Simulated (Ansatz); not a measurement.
OTi (SMILES [O]=[Ti]), triplet (typed; the unrestricted solution is spin-contaminated), geometry from GFN2-xTB (such geometries of metal compounds can be far from the true shape). Base run: HF/6-31G* in Ansatz (a first-principles code).

The Ansatz input:
Ansatz 0.2 input:
```yaml
crystal:
  periodic: [false, false, false]
  atoms:
    - {symbol: Ti, position_ang: [-0.00000000, -0.00000000, -0.44737439]}
    - {symbol: O, position_ang: [0.00000000, 0.00000000, 1.23027959]}
basis:
  gaussian:
    orbitals: 6-31G*
hamiltonian:
  xc: hf
magnetization: {spin_polarized: true, initial_magnetization: 2}
```

The base run was repeated with changes; each row names its change, and settings that it needs were set with it.

| change | basis functions | E (Eh) |
|---|---|---|
| base | 51 | -923.20117 |
| basis = x2c-TZVPall; relativity = spin-free X2C | 79 | -927.69618 |
| basis = x2c-SVPall; relativity = none | 50 | -922.09930 |
| basis = x2c-SVPall; relativity = spin-free X2C; nucleus = Gaussian | 50 | -927.46619 |
| basis = x2c-TZVPall; relativity = spin-free X2C; nucleus = Gaussian | 79 | -927.69450 |
| basis = jorge-DZP-DKH; relativity = spin-free X2C; nucleus = Gaussian | 58 | -927.65768 |
| basis = x2c-TZVPall; relativity = none | 79 | -922.14608 |
| basis = jorge-DZP-DKH; relativity = spin-free X2C | 58 | -927.65943 |
| basis = x2c-SVPall; relativity = spin-free X2C | 50 | -927.46778 |
| basis = jorge-DZP-DKH; relativity = none | 58 | -922.37252 |

Absolute energies of different levels of theory aren't comparable as measures of quality.

Ansatz warned in this series: the basis is contracted for relativity, which the run leaves out.

Basis sets contracted for a relativistic Hamiltonian are a mismatch without it, so the rows without relativity aren't non-relativistic limits. No row has spin-orbit coupling; sets with core potentials leave out the core electrons.
